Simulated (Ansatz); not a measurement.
Reaction (homolysis of the Br–Si bond): `O[Si](F)(Cl)Br` → Br• + `O[Si](F)Cl`•

Gas-phase electronic energies from Ansatz, PBE0-D4/def2-TZVP geometries. CBS: MP2 limit from def2 TZ/QZ plus the TZ coupled-cluster correction, frozen cores. Functionals use def2-TZVPP. HSE06 is defined as in plane-wave codes. Open shells (•) are unrestricted, without spin–orbit coupling. Spin–orbit coupling would lower the free atoms: clearly for Br. Bonds to Br are less sure, by a few kJ/mol each and by 10 to 20 or more in all where they break to atoms, as the def2 sets lack core-valence functions. Scalar relativity is left out up to krypton. Each species was taken in one conformer, which may not be the lowest.

`O[Si](F)(Cl)Br`:

```xyz
6

O    -0.659   -1.152    0.123
Si    0.141    0.249    0.116
F     1.621    0.059    0.634
Cl    0.278    1.014   -1.757
Br   -0.887    1.611    1.467
H    -0.493   -1.781   -0.582
```

`O[Si](F)Cl`•:

Z-matrix (Å, degrees):
```
Si
O 1 1.630
Cl 1 2.040 2 106.8
F 1 1.596 2 109.7 3 117.8
H 2 0.960 1 117.9 3 -169.1
```

```json
{"level": "revPBE-D4", "ΔE (kcal/mol)": "96.7"}
{"level": "PBE0-D4", "ΔE (kcal/mol)": "100.1"}
{"level": "HSE06-D4", "ΔE (kcal/mol)": "100.1"}
{"level": "ωB97M-V", "ΔE (kcal/mol)": "102.3"}
{"level": "PBE-QIDH", "ΔE (kcal/mol)": "102.2"}
{"level": "CCSD(T)/def2-SVP", "ΔE (kcal/mol)": "95.0"}
{"level": "SCS-MP2/def2-QZVPP", "ΔE (kcal/mol)": "104.2"}
{"level": "MP2/CBS(def2)", "ΔE (kcal/mol)": "109.2"}
```

Q: What does CCSD(T)/CBS give? (An estimate is asked.)

A: Computed: +104.9 kcal/mol. The listed levels differ from it by -8.2, -4.8, -4.8, -2.6, -2.7, -9.9, -0.7, 4.3 kcal/mol.

Largest T1 diagnostic among the species: 0.013.

In def2-TZVPP, CCSD(T) changes the Hartree–Fock value by +24.9 kcal/mol (the triples alone add +2.2 kcal/mol) and MP2 by +29.3 kcal/mol; breaking electron pairs costs correlation energy, which Hartree–Fock lacks. The D4 term adds +3.6 kcal/mol with B3LYP and +1.9 kcal/mol with PBE0; it sums over pairs of atoms, weighted by their polarisabilities, and B3LYP, whose exchange is more repulsive, gets the larger term. From BLYP to BHLYP (50 % exact exchange), in def2-TZVPP and without D4, ΔE moves by +4.1 kcal/mol.

B3LYP here is the variant with VWN-RPA as its local correlation; programs differ in this.

CCSD(T)/CBS has its own doubt, a few kJ/mol and more with outer-core shells, so smaller differences from it don't rank the levels.
